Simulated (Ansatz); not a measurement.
One geometry of Cl$_{2}$H$_{4}$O$_{2}$Si$_{2}$, SMILES `O[Si](O)(Cl)[SiH2]Cl`, several functionals.

```yaml
crystal:
  periodic: [false, false, false]
  atoms:
    - {symbol: O, position_ang: [-1.544670, -1.115103, 0.274183]}
    - {symbol: Si, position_ang: [-0.032788, -0.537243, 0.495668]}
    - {symbol: O, position_ang: [1.023313, -1.752195, 0.275090]}
    - {symbol: Cl, position_ang: [0.077690, 0.223404, 2.411842]}
    - {symbol: Si, position_ang: [0.531441, 1.176817, -0.984769]}
    - {symbol: Cl, position_ang: [-0.976204, 2.579428, -0.815864]}
    - {symbol: H, position_ang: [-2.277313, -0.599267, 0.616506]}
    - {symbol: H, position_ang: [0.896400, -2.572821, 0.756815]}
    - {symbol: H, position_ang: [0.570240, 0.716125, -2.394300]}
    - {symbol: H, position_ang: [1.814891, 1.829756, -0.632170]}
basis:
  gaussian: {orbitals: def2-TZVPP}
hamiltonian: {xc: {name: B2PLYP}}
```

```sh
$ ansatz run in.yaml --threads 2 --pin off --events-out ev --progress --plain --max-ram 22528MiB --backend cuda --devices 0, --max-vram 18GiB
```

It prints (some lines left out):

```
Functional definition: B2PLYP
1707 factors; integrals over basis functions are off by at most 1.0e-3 eV
mean field evaluation 1: about -44936.4039 eV, gradient 6.3e1 eV
mean field evaluation 2: about -44936.6360 eV, gradient 6.3e1 eV
mean field evaluation 4: about -44942.8727 eV, gradient 4.1e0 eV
mean field evaluation 8: about -44942.9265 eV, gradient 3.8e-1 eV
mean field evaluation 16: about -44942.9268 eV, gradient 1.5e-4 eV
mean field -44942.92677138 eV, -1651.6220954382 hartree, gradient 5.3e-6 eV, S^2 0.000000; 0 other end points of the search recorded, 0 dependent functions left out
22 core orbitals not correlated: weight in the atoms' cores, before any rotation towards them, 1.000 or more for the frozen orbitals, at most 0.000 for the correlated occupied ones
reference -44942.92696404 eV, -1651.6221025184 hartree; 19, 19 occupied and 245, 245 virtual orbitals, 1707 factors
second order -35.90233417 eV of doubles, -0.00000000 eV of singles
Total energy: -44952.62059427 eV, -1651.9783368587 hartree
```

Hardware: 2 threads of an AMD EPYC 7R13 on a shared host and a share of an NVIDIA H100 80 GB. Wall time 2.4 s, peak host memory 1.2 GiB.

The same input with `hamiltonian: {xc: r2scan, dispersion: d4}` and forces (abridged; 3 s):

```
Functional definition: r2SCAN
mean field evaluation 16: about -44963.8301 eV, gradient 4.6e-4 eV
mean field -44963.83006160 eV, -1652.3902771850 hartree, gradient 3.2e-5 eV, S^2 0.000000
Total energy: -44963.91163241 eV, -1652.3932748573 hartree
Atom 0 force    -0.057207    -0.045723    -0.031251 eV/Å
Atom 1 force     0.034850     0.048848    -0.039398 eV/Å
Atom 2 force     0.040089    -0.031104    -0.035632 eV/Å
Atom 3 force     0.007196     0.041601     0.089757 eV/Å
Atom 4 force     0.040676    -0.041327    -0.005181 eV/Å
Atom 5 force    -0.049262     0.044418     0.006936 eV/Å
Atom 6 force    -0.026124     0.013907     0.005616 eV/Å
Atom 7 force     0.002452    -0.026211     0.013968 eV/Å
Atom 8 force     0.013737     0.005817     0.011668 eV/Å
Atom 9 force    -0.006407    -0.010226    -0.016484 eV/Å
Dipole moment:    -0.065081    -0.290760     0.040278 e Å
```

With the line `hamiltonian: {xc: {name: wB97X-V}}` (abridged; 2.6 s):

```
Functional definition: wB97X-V
mean field evaluation 16: about -44961.2250 eV, gradient 1.4e-4 eV
mean field -44961.22499850 eV, -1652.2945428819 hartree, gradient 4.2e-5 eV, S^2 0.000000
Total energy: -44961.22499635 eV, -1652.2945428028 hartree
```
